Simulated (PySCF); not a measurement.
Calculated NMR parameters of CCC(=O)CO[SiH2][SiH3]

```
Formula                               : C4H12O2Si2
SMILES                                : CCC(=O)CO[SiH2][SiH3]
Point group of the computed structure : C1
Degrees of unsaturation               : 1
Carbon signals                        : 4
Proton signals                        : 5
```

Bonds (- single, = double, # triple, : aromatic): C1-C2, C2-C3, C3=O4, C3-C5, C5-O6, O6-Si7, Si7-Si8. C1 carries H9, H10, H11; C2 carries H12, H13; C5 carries H14, H15; Si7 carries H16, H17; Si8 carries H18, H19, H20.

Computed data (PySCF 2.14): geometry: GFN2-xTB, NMR shieldings at PBE0/pcSseg-1/GIAO. No solvent, non-relativistic, a single conformation, equivalent nuclei averaged.

Chemical shifts δ = σref − σ; $^{1}$H, $^{13}$C, $^{29}$Si against TMS; $^{17}$O against H2O, all at this level.

```tsv
carbon	δC, type	δH (multiplicity)	HMBC from (2–3 bonds)	span of the C tensor (ppm)
C1	8.5, CH3	1.19 (t)	H12/H13	11
C2	34.5, CH2	2.29 (q)	H14/H15, H9/H10/H11	48
C3	221.9, C	–	H14/H15, H12/H13, H9/H10/H11	208
C5	71.6, CH2	4.62 (s)	H16/H17, H12/H13	72
```

Other nuclei:
| atoms | nucleus | environment | δ (ppm) | σ (ppm) |
| --- | --- | --- | --- | --- |
| H16/H17 | $^{1}$H | hydrogen on a silicon bonded to O, Si | 5.53 | 26.19 |
| H18/H19/H20 | $^{1}$H | hydrogen on a silicon bonded to Si | 3.27 | 28.45 |
| Si7 | $^{29}$Si | silicon bonded to O, Si, 2 H | -29.0 | 378.2 |
| Si8 | $^{29}$Si | silicon bonded to Si, 3 H | -122.8 | 471.9 |
| O4 | $^{17}$O | ketone oxygen | 599.5 | -263.4 |
| O6 | $^{17}$O | oxygen bonded to C, Si | -7.2 | 343.3 |

Carbon types of the structure: 1 × C, 2 × CH2, 1 × CH3, leaving 5 H on heteroatoms. δC 221.9: ketone carbonyl carbon; low-lying n→π* states of the double bond to the heteroatom give a large paramagnetic term (-291 ppm). δC 71.6: sp3 CH2 bonded to O, α to a carbonyl; deshielded by the electronegative neighbour. δC 34.5: sp3 CH2 α to a carbonyl; α to the electron-withdrawing carbonyl group. δC 8.5: methyl carbon; saturated and bonded to C and H only. δH 4.62: hydrogen on an sp3 CH2 bonded to O, α to a carbonyl; its carbon carries O, an electronegative neighbour.

Shifts are as computed. Against solution values, carbons near 30 ppm lie about +3 ppm off and those near 130 ppm about +5 ppm. Of 1211 compounds with measured shifts, 218 miss one by over three times the rms of a fit or turn the order of signals round; such compounds aren't used in these exercises. Unscaled 17O shifts of doubly bonded oxygen tend to come out too high, by tens of ppm or more. Experimental scales use liquid or dissolved standards, which lie at an offset from isolated H2O (liquid H2O: subtract about 36 ppm). No couplings were computed; multiplicities are counted from neighbouring protons, with m where these are inequivalent, close in shift, in a saturated or five-membered ring or joined by F or P, and br s for small geminal =CH2 splittings.
